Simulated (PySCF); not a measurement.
GeHI3. Atoms are numbered in the order given.

```xyz
5

Ge     0.0000     0.0000     0.6690
I     -2.0765    -1.1988    -0.1485
I      0.0000     2.3977    -0.1485
I      2.0765    -1.1988    -0.1485
H      0.0000     0.0000     2.2076
```
Charge 0, spin multiplicity 1.

Geometry: B3LYP-D3(BJ)/def2-SVP. The def2 effective core potentials stand for the cores of I; spin–orbit coupling is left out.

These are PBE0/def2-TZVP run with PySCF values and carry that method's errors.

ESP charges are fitted to the potential on shells at 1.4 to 2.0 van der Waals radii. Atomic charges (e):

```csv
atom,Mulliken,ESP fit,Löwdin
Ge1,0.44,(withheld),-0.31
I2,-0.18,(withheld),0.11
I3,-0.18,(withheld),0.11
I4,-0.18,(withheld),0.11
H5,0.09,(withheld),-0.03
```

Question: Some entries are withheld; supply them. (Estimate from the structure and the level; the computed values follow.)

Answer: 
- Ge1, ESP fit: -0.39
- I2, ESP fit: 0.06
- I3, ESP fit: 0.06
- I4, ESP fit: 0.06
- H5, ESP fit: 0.20
